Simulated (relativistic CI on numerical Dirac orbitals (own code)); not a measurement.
Line list: Electric-dipole lines, Dy48+

Computed by Dirac-Coulomb-Breit CI, separate exchange-only KLI orbitals for each configuration, model QED (radiative potential, 1s self-energy scaled to tabulated hydrogen-like ionisation energies), unscaled Slater integrals (own radial code, finite nucleus).

CI space (outside the closed core [Ne]): 3s2.3p6, 3s2.3p5.3d, 3s.3p6.3d, 3s2.3p5.4s, 3s2.3p5.4p, 3s2.3p5.4d, 3p6.3d.4p, 3s.3p6.4s, 3s2.3p5.4f, 3s.3p6.4p, 3s.3p6.4d, 3s.3p6.4f, 3s2.3p5.5s, 3s2.3p5.5p, 3s2.3p5.5d, 3s2.3p5.5f, 3s2.3p5.5g, 3s.3p6.5s, 3s.3p6.5p, 3s.3p6.5d, 3s.3p6.5f, 3p6.3d2, 3p5.3d3, 3p5.3d2.4s, 3p5.3d2.4p, 3p5.3d2.4d, 3p6.3d.4s, 3p5.3d.4s2, 3p5.3d.4s.4p, 3p5.3d.4s.4d, 3p6.4s2, 3p5.4s2.4p, 3p5.4s2.4d. Double excitations out of closed p, d and f shells are left out; levels of such configurations are missing from the list, as are those of other unlisted configurations, and high levels can miss mixing partners. These lack a partner that the ground configuration has and come out too high: 3s2.3p5.4f, 3s2.3p5.5s, 3s2.3p5.5p, 3s2.3p5.5d, 3s2.3p5.5f.

| λ vac (Å) | Lower | Upper | A (s⁻¹) | gf | Branching (%) |
| --- | --- | --- | --- | --- | --- |
| 4.2365 | 3s2.3p6 1S_0 [1] | 3s2.3p5.5d 1P°_1 [209] | 6.28e+13 | 5.07e-01 | 87.6 |
| 4.5054 | 3s2.3p5.3d 3F°_2 [10] | 3s2.3p5.5f 3G_3 [320] | 3.78e+13 | 8.04e-01 | 67.6 |
| 4.5152 | 3s2.3p5.3d 3F°_3 [4] | 3s2.3p5.5f 3G_4 [215] | 3.74e+13 | 1.03e+00 | 67.0 |
| 4.5180 | 3s2.3p5.3d 3D°_2 [5] | 3s2.3p5.5f 3F_3 [216] | 2.98e+13 | 6.38e-01 | 52.4 |
| 4.5763 | 3s2.3p5.3d 3F°_4 [6] | 3s2.3p5.5f 3G_5 [217] | 3.86e+13 | 1.33e+00 | 71.3 |
| 4.5812 | 3s2.3p5.3d 1D°_2 [7] | 3s2.3p5.5f 1F_3 [218] | 3.36e+13 | 7.40e-01 | 60.2 |
| 4.5835 | 3s2.3p5.3d 3F°_3 [13] | 3s2.3p5.5f 3G_4 [325] | 3.91e+13 | 1.11e+00 | 71.6 |
| 4.5958 | 3s2.3p5.3d 3D°_3 [8] | 3s2.3p5.5f 3F_4 [219] | 3.54e+13 | 1.01e+00 | 63.8 |
| 5.3873 | 3s2.3p6 1S_0 [1] | 3s2.3p5.4d 3D°_1 [169] | 7.03e+13 | 9.17e-01 | 96.4 |
| 5.8440 | 3s2.3p6 1S_0 [1] | 3s2.3p5.4d 1P°_1 [153] | 1.12e+14 | 1.72e+00 | 99.9 |
| 6.2251 | 3s2.3p5.3d 3P°_0 [2] | 3s2.3p5.4f 3D_1 [157] | 5.23e+13 | 9.11e-01 | 46.4 |
| 6.2323 | 3s2.3p5.3d 3F°_2 [10] | 3s2.3p5.4f 3G_3 [177] | 1.02e+14 | 4.14e+00 | 93.5 |
| 6.2363 | 3s2.3p5.3d 3F°_3 [4] | 3s2.3p5.4f 3F_3 [162] | 2.04e+13 | 8.33e-01 | 18.6 |
| 6.2387 | 3s2.3p5.3d 3P°_1 [3] | 3s2.3p5.4f 3D_2 [158] | 5.77e+13 | 1.68e+00 | 53.3 |
| 6.2421 | 3s.3p6.3d 3D_1 [14] | 3s.3p6.4f 3F°_2 [185] | 9.20e+13 | 2.69e+00 | 82.8 |
| 6.2474 | 3s2.3p5.3d 3D°_2 [5] | 3s2.3p5.4f 3F_3 [162] | 7.71e+13 | 3.16e+00 | 70.3 |
| 6.2490 | 3s2.3p5.3d 3F°_3 [4] | 3s2.3p5.4f 3G_4 [159] | 1.00e+14 | 5.28e+00 | 92.8 |
| 6.2535 | 3s2.3p5.3d 3P°_1 [3] | 3s2.3p5.4f 3D_1 [157] | 5.24e+13 | 9.22e-01 | 46.5 |
| 6.2546 | 3s.3p6.3d 3D_2 [15] | 3s.3p6.4f 3F°_3 [186] | 9.60e+13 | 3.94e+00 | 86.6 |
| 6.2647 | 3s2.3p5.3d 3D°_2 [5] | 3s2.3p5.4f 3D_2 [158] | 3.07e+13 | 9.02e-01 | 28.3 |
| 6.3231 | 3s2.3p5.3d 1P°_1 [11] | 3s2.3p5.4f 3F_2 [179] | 8.52e+13 | 2.55e+00 | 79.6 |
| 6.3350 | 3s2.3p5.3d 3F°_4 [6] | 3s2.3p5.4f 3F_4 [165] | 1.14e+13 | 6.17e-01 | 10.7 |
| 6.3619 | 3s2.3p5.3d 3P°_2 [12] | 3s2.3p5.4f 3D_3 [178] | 1.03e+14 | 4.37e+00 | 94.8 |
| 6.3632 | 3s2.3p5.3d 3F°_4 [6] | 3s2.3p5.4f 3G_5 [160] | 1.06e+14 | 7.07e+00 | 100.0 |
| 6.3641 | 3s2.3p5.3d 1D°_2 [7] | 3s2.3p5.4f 1F_3 [164] | 9.04e+13 | 3.84e+00 | 83.3 |
| 6.3679 | 3s.3p6.3d 3D_3 [16] | 3s.3p6.4f 3F°_4 [187] | 1.07e+14 | 5.86e+00 | 98.2 |
| 6.3689 | 3s2.3p5.3d 3F°_3 [13] | 3s2.3p5.4f 3G_4 [180] | 1.06e+14 | 5.80e+00 | 99.9 |
| 6.3836 | 3s2.3p5.3d 3D°_3 [8] | 3s2.3p5.4f 3F_4 [165] | 9.53e+13 | 5.24e+00 | 89.3 |
| 6.3910 | 3s.3p6.3d 1D_2 [17] | 3s.3p6.4f 1F°_3 [188] | 1.00e+14 | 4.30e+00 | 93.4 |
| 6.4491 | 3s2.3p5.3d 1P°_1 [9] | 3s2.3p5.4f 1D_2 [166] | 7.73e+13 | 2.41e+00 | 79.1 |
| 15.733 | 3s2.3p5.4f 3G_3 [177] | 3s2.3p5.5g 3H°_4 [354] | 2.58e+13 | 8.61e+00 | 95.6 |
| 15.765 | 3s2.3p5.4f 3G_4 [159] | 3s2.3p5.5g 3H°_5 [222] | 2.54e+13 | 1.04e+01 | 94.6 |
| 15.809 | 3s2.3p5.4f 3G_5 [160] | 3s2.3p5.5g 3H°_6 [225] | 2.66e+13 | 1.29e+01 | 99.2 |
| 15.820 | 3s2.3p5.4f 3D_3 [178] | 3s2.3p5.5g 3F°_4 [357] | 2.59e+13 | 8.76e+00 | 95.6 |
| 15.857 | 3s2.3p5.4f 1F_3 [164] | 3s2.3p5.5g 1G°_4 [228] | 2.41e+13 | 8.17e+00 | 88.9 |
| 15.863 | 3s2.3p5.4f 3G_4 [180] | 3s2.3p5.5g 3H°_5 [358] | 2.65e+13 | 1.10e+01 | 99.2 |
| 15.926 | 3s2.3p5.4f 3F_4 [165] | 3s2.3p5.5g 3G°_5 [230] | 2.43e+13 | 1.01e+01 | 91.2 |
| 27.603 | 3s2.3p6 1S_0 [1] | 3s2.3p5.3d 1P°_1 [11] | 2.31e+12 | 7.92e-01 | 100.0 |
| 27.604 | 3p6.3d2 1G_4 [22] | 3p5.3d3 1F°_3 [117] | 2.12e+12 | 1.70e+00 | n/a |
| 27.869 | 3p6.3d2 1G_4 [22] | 3p5.3d3 1G°_4 [113] | 2.53e+12 | 2.65e+00 | n/a |
| 28.244 | 3p6.3d2 3F_4 [24] | 3p5.3d3 3F°_4 [125] | 1.63e+12 | 1.76e+00 | n/a |
| 28.399 | 3p6.3d2 3F_4 [24] | 3p5.3d3 3G°_5 [124] | 1.37e+12 | 1.83e+00 | n/a |
| 32.047 | 3s2.3p5.3d 3F°_4 [6] | 3s.3p6.3d 3D_3 [16] | 1.21e+12 | 1.30e+00 | 62.8 |
| 32.123 | 3s2.3p5.3d 3F°_3 [4] | 3s.3p6.3d 3D_2 [15] | 1.29e+12 | 9.96e-01 | 66.2 |
| 41.752 | 3s2.3p6 1S_0 [1] | 3s2.3p5.3d 1P°_1 [9] | 5.85e+11 | 4.59e-01 | 100.0 |

Terms are leading LS components. Brackets give the number of a level in order of energy, since labels repeat. The list gives strong lines, with weight on those to low levels, without lines whose two gauges differ by over a factor of 2.5, among the lowest 400 of 1357 levels, so that lines to higher ones, which can be the strongest, are missing. Levels whose partners in the same complex of configurations lie outside the list can be far off, and so can their lines. Rates are taken at the computed energies, electric ones in the length gauge.

At this charge energies of transitions that change n are usually good to better than 1 %, and those within a shell (Δn = 0) to a few per cent.

LS names give the leading component of a level, which can be under half, so a name can repeat, a term be missing and a line seem to break the LS rules.
